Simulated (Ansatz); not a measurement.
**Worked example: BH(CH3)I + InH2(NH2) → BH(CH3)(NH2) + InH2I**

Species: BH(CH3)I, singlet; InH2(NH2), singlet; BH(CH3)(NH2), singlet; InH2I `[InH2][I]`, singlet. The partners trade I for NH2: B–I and In–NH2 bonds give way to B–NH2 and In–I.

Shapes, held fixed at every level: PBE0-D4/def2-TZVP. Programs: Ansatz 0.2.0. The zero-point and thermal change to 298 K, harmonic and unscaled (PBE0-D4/def2-TZVP), is +8.1 kJ/mol.

At CCSD(T)/def2-TZVPP; 1 Eh = 2625.50 kJ/mol:

| species | energy (Eh) |
| --- | --- |
| BH(CH3)I | -362.386138 |
| InH2(NH2) | -246.543445 |
| BH(CH3)(NH2) | -121.148095 |
| InH2I | -487.854841 |

Q: Work out ΔH(298 K) of the reaction at this level.

A: 
1. Products less reactants: (-121.148095) + (-487.854841) − [(-362.386138) + (-246.543445)] = -0.073353 Eh = -192.6 kJ/mol.
2. With the thermal change: -192.6 + (+8.1) = -184.5 kJ/mol.

Other levels give -233.7 (HF/def2-SVP) to -183.5 kJ/mol (MP2/def2-TZVPP). No measured value is set beside it here. For atoms past krypton def2 sets carry core potentials with scalar relativity. Correlated rows may include outer-core shells of I, In, which these sets cover unevenly.
